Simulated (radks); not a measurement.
Results of a calculation; reference values are marked as such.
Question: Valence configurations of B I (all share [He]). Code: a radial shooting solver on a logarithmic mesh with Libxc functionals. Model: non-relativistic Kohn-Sham, PBE, spin-unpolarised, spherical densities, point nucleus. Order these by energy: 2s1.5 2p1.5; 2s2 2p1; 2s0.5 2p2.5; 2s1 2p2; 2p3.

Answer: From the lowest, in eV above it: 2s2 2p1 0.000; 2s1.5 2p1.5 2.919; 2s1 2p2 5.844; 2s0.5 2p2.5 8.775; 2p3 11.708. NIST lists [He] 2s2 2p1 as the ground configuration; this level of theory agrees among the configurations tried. The energies are those of spherical spin-averaged densities, not of single terms.
